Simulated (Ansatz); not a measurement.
Compare A (`F[SiH2]O[SiH2][SiH3]`) with its isomer B (`O[SiH2][SiH2][SiH2]F`).

Program: Ansatz. Geometries: PBE0-D4/def2-TZVP. ΔE: electronic, gas phase. CBS: MP2 limit from def2 TZ/QZ plus the TZ coupled-cluster correction, frozen cores. DFT in def2-TZVPP. B3LYP here is the variant with VWN-RPA as its local correlation; programs differ in this. One conformer a species, not always the lowest.

A:

Z-matrix (Å, degrees):
```
Si
O 1 1.617
F 1 1.594 2 109.7
H 1 1.481 2 110.3 3 -117.5
H 1 1.476 2 108.8 3 117.6
Si 2 1.648 1 146.3 3 74.5
Si 6 2.346 2 111.3 1 26.3
H 6 1.487 2 108.9 1 -95.3
H 6 1.486 2 107.6 1 147.3
H 7 1.488 6 109.0 2 -179.2
H 7 1.488 6 110.5 2 -59.5
H 7 1.488 6 110.8 2 61.0
```

B:

Z-matrix (Å, degrees):
```
Si
Si 1 2.340
O 1 1.656 2 104.5
H 1 1.492 2 110.2 3 -119.4
H 1 1.491 2 112.9 3 121.0
Si 2 2.341 1 106.2 3 37.9
H 2 1.490 1 109.6 3 157.4
H 2 1.489 1 111.2 3 -82.3
H 3 0.958 1 118.0 2 179.0
F 6 1.608 2 110.7 1 171.3
H 6 1.486 2 110.5 1 52.5
H 6 1.484 2 111.1 1 -69.2
```

Problem. Which isomer does CCSD(T)/CBS put lower? Give the gap. (An estimate is asked.)

Solution. The calculation gave: A, by 131.3 kJ/mol.

Problem. Give E(B) − E(A) in kJ/mol with B3LYP-D4, MP2/def2-TZVPP, r2SCAN-D4, HF/def2-TZVPP, PBE0-D4, CCSD(T)/def2-TZVPP, B3LYP. (An estimate is asked.)

Solution. Ansatz gave: B3LYP-D4 130.4, MP2/def2-TZVPP 137.8, r2SCAN-D4 125.1, HF/def2-TZVPP 156.6, PBE0-D4 113.8, CCSD(T)/def2-TZVPP 132.5, B3LYP 130.3. None reverses the order clearly.

Largest T1 diagnostic: 0.013.

From PBE to PBE0 (25 % exact exchange), in def2-TZVPP and without D4, E(B) − E(A) moves by +9.0 kJ/mol. In def2-TZVPP, CCSD(T) changes the Hartree–Fock value by −24.1 kJ/mol (the triples alone add −3.4 kJ/mol) and MP2 by −18.8 kJ/mol.
